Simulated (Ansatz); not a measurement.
Reaction (hydrogenolysis of a C–O bond): `O/C([SiH3])=C\I` + H₂ → `[SiH3]/C=C/I` + H₂O

Gas-phase electronic energies from Ansatz, PBE0-D4/def2-TZVP geometries. CCSD(T)/CBS is the MP2 limit (def2-TZVPP, def2-QZVPP) plus CCSD(T) − MP2 in def2-TZVPP, frozen cores. This one scheme is used for every species. Double bonds are as drawn, so ΔE can hold a change between cis and trans. Elements past krypton have def2 core potentials. For I outer-core shells are correlated without core-valence functions, which leaves a few kJ/mol of doubt a bond. Each species was taken in one conformer, which may not be the lowest.

`O/C([SiH3])=C\I`:

Z-matrix (Å, degrees):
```
Si
C 1 1.881
H 1 1.483 2 107.5
H 1 1.484 2 109.7 3 -120.0
H 1 1.484 2 109.7 3 120.0
C 2 1.334 1 120.1 3 -0.0
O 2 1.346 1 114.6 3 180.0
I 6 2.083 2 121.5 1 -180.0
H 6 1.079 2 123.5 1 0.0
H 7 0.972 2 109.0 1 180.0
```

H₂:

```xyz
2

H    -0.054   -0.243   -0.278
H     0.054    0.243    0.278
```

`[SiH3]/C=C/I`:

Z-matrix (Å, degrees):
```
Si
C 1 1.863
H 1 1.486 2 108.7
H 1 1.487 2 110.4 3 120.3
H 1 1.487 2 110.4 3 -120.3
C 2 1.324 1 120.9 3 -0.1
H 2 1.087 1 119.6 3 179.9
I 6 2.085 2 124.4 1 -180.0
H 6 1.084 2 123.8 1 0.0
```

H₂O:

```xyz
3

O    -0.214    0.324   -0.030
H    -0.158   -0.400   -0.658
H     0.372    0.077    0.688
```

| species | CCSD(T)/CBS(def2) energy (Eh) |
| --- | --- |
| `O/C([SiH3])=C\I` | -740.77567 |
| H₂ | -1.17544 |
| `[SiH3]/C=C/I` | -665.60094 |
| H₂O | -76.37941 |

Task: Work out ΔE.

Result: ΔE = (-665.60094) + (-76.37941) − (-740.77567) − (-1.17544) = -0.02924 Eh = -76.8 kJ/mol.

Largest T1 diagnostic among the species: 0.012.

The D4 term adds +7.7 kJ/mol with B3LYP and +4.1 kJ/mol with PBE0; it sums over pairs of atoms, weighted by their polarisabilities, and B3LYP, whose exchange is more repulsive, gets the larger term. From PBE to PBE0 (25 % exact exchange), in def2-TZVPP and without D4, ΔE moves by −8.5 kJ/mol.

B3LYP here is the variant with VWN-RPA as its local correlation; programs differ in this.
